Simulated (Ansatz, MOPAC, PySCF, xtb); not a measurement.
Noncovalent pair: H2O (SMILES O) (first 3 atoms) with CH2F2 (SMILES FCF); geometry from B3LYP-D3(BJ)/def2-TZVP, rigid monomers moved along the line of their centres of mass till H3···F6 is 1.97 Å.
(charge 0, multiplicity 1):
| atom | x (Å) | y (Å) | z (Å) |
|---|---|---|---|
| O | 0.2460 | 0.2889 | -0.0521 |
| H | 0.3821 | -0.4711 | -0.6265 |
| H | -0.5411 | 0.0841 | 0.4667 |
| F | 0.7028 | -0.6868 | 3.5293 |
| C | 0.3063 | 0.4580 | 2.9104 |
| F | -0.9459 | 0.2445 | 2.3855 |
| H | 0.9841 | 0.6751 | 2.0863 |
| H | 0.2287 | 1.2522 | 3.6533 |

Counterpoise-corrected where a basis set is named; no monomer relaxation. Rows marked so take none.

Cores are frozen in the correlated methods. Rows in 6-31G* carry no dispersion term and start afresh at each structure (6-31G* with six Cartesian d functions). The state that PM7 reach isn't checked; PM7 holds dispersion and hydrogen-bond terms.

The values were computed with Ansatz (Gaussian basis) for Hartree–Fock, density functionals and correlated methods; MOPAC for PM7 (differences of heats of formation); PySCF for 6-31G* rows, the dispersion terms; xtb for the GFN methods. Each number belongs to the level named beside it.

| level | interaction energy (kcal/mol) |
|---|---|
| GFN-FF | -2.85 |
| PM7 | 1.54 |
| PBE-D3(BJ)/def2-TZVPPD | -2.59 |
| B3LYP/6-31G* | -1.82 |
| B3LYP/6-31G* (no counterpoise) | -5.45 |
| B3LYP-D3(BJ)/def2-TZVPPD | -2.67 |
| wB97M-V/def2-TZVPPD | -2.87 |
| CCSD/aug-cc-pVDZ | -1.94 |
| CCSD(T)/aug-cc-pVDZ | ___ |

Question: Fill in the missing entries.

Answer: 
- CCSD(T)/aug-cc-pVDZ, interaction energy (kcal/mol): -2.17

Ansatz is an electronic-structure program.
